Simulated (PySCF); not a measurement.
Geometry:
| atom | x (Å) | y (Å) | z (Å) |
| --- | --- | --- | --- |
| C1 | 2.915 | -0.686 | -0.218 |
| S2 | 1.825 | 0.340 | 0.806 |
| C3 | 0.377 | 0.446 | -0.314 |
| C4 | -0.359 | -0.894 | -0.442 |
| C5 | -1.841 | -0.523 | -0.416 |
| C6 | -1.885 | 0.622 | 0.590 |
| C7 | -0.648 | 1.450 | 0.239 |
| H8 | 3.856 | -0.772 | 0.315 |
| H9 | 2.475 | -1.670 | -0.355 |
| H10 | 3.073 | -0.199 | -1.177 |
| H11 | 0.775 | 0.779 | -1.275 |
| H12 | -0.078 | -1.435 | -1.344 |
| H13 | -0.128 | -1.517 | 0.424 |
| H14 | -2.472 | -1.363 | -0.132 |
| H15 | -2.156 | -0.169 | -1.399 |
| H16 | -2.802 | 1.206 | 0.528 |
| H17 | -1.795 | 0.226 | 1.602 |
| H18 | -0.252 | 1.981 | 1.104 |
| H19 | -0.891 | 2.187 | -0.528 |

Geometry: GFN2-xTB; GIAO shifts from PySCF, gas phase, non-relativistic, averaged over equivalent atoms.

At LC-wPBE/3-21G (91 basis functions, 14 s wall time on 1 thread of an Arm Neoverse V2, shared host):
```json
{"atoms": "C3", "δ (ppm)": "39.9"}
{"atoms": "C4/C7", "δ (ppm)": "33.2"}
{"atoms": "C5/C6", "δ (ppm)": "26.4"}
{"atoms": "C1", "δ (ppm)": "16.3"}
{"atoms": "H11", "δ (ppm)": "2.59"}
{"atoms": "H12/H19", "δ (ppm)": "2.25"}
{"atoms": "H14/H17", "δ (ppm)": "1.89"}
{"atoms": "H8/H9/H10", "δ (ppm)": "1.74"}
{"atoms": "H13/H18", "δ (ppm)": "1.71"}
{"atoms": "H15/H16", "δ (ppm)": "1.69"}
```

Referencing at the same level of theory: ¹³C (σ = 213.96 ppm), ¹H (σ = 33.34 ppm) vs TMS.

What do these become at PBE0/pcSseg-1?

Results:


| atoms | δ at PBE0/pcSseg-1 | change |
| --- | --- | --- |
| C3 | 50.4 | +10.5 |
| C4/C7 | 38.7 | +5.5 |
| C5/C6 | 31.0 | +4.6 |
| C1 | 21.3 | +5.0 |
| H11 | 2.86 | +0.27 |
| H12/H19 | 2.25 | +0.00 |
| H14/H17 | 1.76 | -0.13 |
| H8/H9/H10 | 2.06 | +0.32 |
| H13/H18 | 1.62 | -0.09 |
| H15/H16 | 1.55 | -0.14 |

Shifts are taken against calculated references (same method and geometry level): ¹³C (σref 186.93), ¹H (σref 31.72) against TMS.

The largest change is at C3 (sp3 CH bonded to S). Cost: 186 basis functions, 25 s wall time on 1 thread of an Arm Neoverse V2, shared host. The order of the carbon signals is the same at both levels.
